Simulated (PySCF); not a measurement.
Structure problem from calculated spectra and properties.

Formula: C4H12NPSi2.

| Item | Value |
| --- | --- |
| Dipole | 1.76 D [PBE0/pcSseg-1] |
| NMR, other nuclei | isotropic shieldings of nuclei other than C and H, by class: 253 (1 N), 403 (1 Si), 425 (1 Si), 600 (1 P) ppm [GIAO PBE0/pcSseg-1] |
| 1H NMR | chemical shifts (computed TMS as zero) by class: 4.94 (2 H), 4.60 (2 H), 2.68 (6 H), 1.39 (2 H) ppm [GIAO PBE0/pcSseg-1] |
| Rotational structure | rotational constants A, B, C: 3.034, 0.356, 0.336 GHz [GFN2-xTB] |
| 13C NMR | chemical shifts (computed TMS as zero) by class: 121.6 (1 C), 115.4 (1 C), 40.7 (2 C) ppm [GIAO PBE0/pcSseg-1] |

Electronic properties: PySCF, gas phase, density fitting. Levels stand in brackets. Geometry: GFN2-xTB, one conformer, isolated molecule. NMR classes are plain means over equivalent atoms (diastereotopic ones count apart unless rotation or inversion swaps them), as if these changed places fast.

Question: Propose a structure and show how it fits.

Answer: Numbering: `[CH3:1][N:2]([CH3:3])[SiH2:4][C:5]#[C:6][SiH2:7][PH2:8]`. 4 carbons fall into 3 classes; from least to most shielded: alkyne carbon [C5] (121.6 ppm), alkyne carbon [C6] (115.4 ppm), N-methyl carbon [C1/C3] (40.7 ppm, 2 C). Hydrogen classes from least to most shielded: 2 H on an SiH2 silicon, Si4 (4.94 ppm), 2 H on an SiH2 silicon, Si7 (4.60 ppm), 6 H on 2 N-methyl carbons, C1/C3 (2.68 ppm, a mean of values up to 1.2 ppm apart in this geometry), 2 H on a three-coordinate phosphorus, P8 (1.39 ppm). The other shieldings belong to: 253 ppm, silicon-bound nitrogen [N2]; 403 ppm, SiH2 silicon [Si4]; 425 ppm, SiH2 silicon [Si7]; 600 ppm, three-coordinate phosphorus [P8]. The optimised geometry has point group C1 and is an asymmetric top. Structure: `CN(C)[SiH2]C#C[SiH2]P`. Computed isomers that give other values at the same levels: `P[SiH2]N[C@@H]1C=CC[SiH2]1` (13C chemical shifts (computed TMS as zero) by class: 144.7 (1 C), 137.2 (1 C), 50.8 (1 C), 16.1 (1 C) ppm); `N[Si@@H](P)[C@H]1CC=C[SiH2]1` (13C chemical shifts (computed TMS as zero) by class: 167.0 (1 C), 128.0 (1 C), 41.0 (1 C), 7.2 (1 C) ppm); `N[Si@@H](P)[C@@H]1CC=C[SiH2]1` (13C chemical shifts (computed TMS as zero) by class: 165.9 (1 C), 129.0 (1 C), 40.5 (1 C), 10.0 (1 C) ppm). The assignments are read from this structure; whether some other isomer fits the data as well wasn't checked.

The values belong to the conformer `[CH3:1][N:2]([CH3:3])[SiH2:4][C:5]#[C:6][SiH2:7][PH2:8]`: C1–N2–Si4–C5 -41°, H–P8–Si7–C6 -46°, H–P8–Si7–C6 47°.
